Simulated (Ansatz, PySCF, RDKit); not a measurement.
Noncovalent pair: boric acid (SMILES OB(O)O) (first 7 atoms) with NH3 (SMILES N); geometry from B3LYP-D3(BJ)/def2-TZVP, rigid monomers moved along the line of their centres of mass till H7···N8 is 2.65 Å.
(charge 0, multiplicity 1):
```xyz
11

O     -0.00238    -0.57182    -1.19767
B     -0.15521    -0.19618     0.11024
O     -1.36115     0.38326     0.47840
O      0.87794    -0.41176     0.96647
H     -0.78684    -0.37711    -1.71828
H     -1.39826     0.62139     1.40848
H      0.69824    -0.11936     1.88130
N      0.52176     0.56619     4.43711
H      0.42248     1.55949     4.61664
H     -0.19150     0.08328     4.97259
H      1.42080     0.28293     4.81348
```

Monomers are frozen at their geometry in the pair; levels with a basis set take the counterpoise correction. Rows marked so take none. RDKit's UFF carries no charges.

Correlated levels freeze the cores. Rows in 3-21G, 6-31G* carry no dispersion term and start afresh at each structure (6-31G* with six Cartesian d functions). MP2/6-31G* freezes PySCF's default core.

Codes used: Ansatz (a first-principles code) with Gaussian orbitals; PySCF for 3-21G rows, 6-31G* rows, the dispersion terms; RDKit for the force fields. 

```json
[
 {"level": "UFF", "interaction energy (kcal/mol)": "-0.26"},
 {"level": "PBE-D4/def2-TZVPPD", "interaction energy (kcal/mol)": "-6.41"},
 {"level": "BP86/6-31G* (no counterpoise)", "interaction energy (kcal/mol)": "-7.51"},
 {"level": "B3LYP/3-21G (no counterpoise)", "interaction energy (kcal/mol)": "-10.83"},
 {"level": "B3LYP/6-31G*", "interaction energy (kcal/mol)": "-6.84"},
 {"level": "PBE0-D3(BJ)/def2-TZVPPD", "interaction energy (kcal/mol)": "-6.31"},
 {"level": "wB97M-V/def2-TZVPPD", "interaction energy (kcal/mol)": "-6.10"},
 {"level": "MP2/6-31G* (no counterpoise)", "interaction energy (kcal/mol)": "-8.32"},
 {"level": "SCS-MP2/aug-cc-pVDZ", "interaction energy (kcal/mol)": "(withheld)"}
]
```

**Question.** What belongs in the gaps?

**Answer.** 
- SCS-MP2/aug-cc-pVDZ, interaction energy (kcal/mol): -5.71
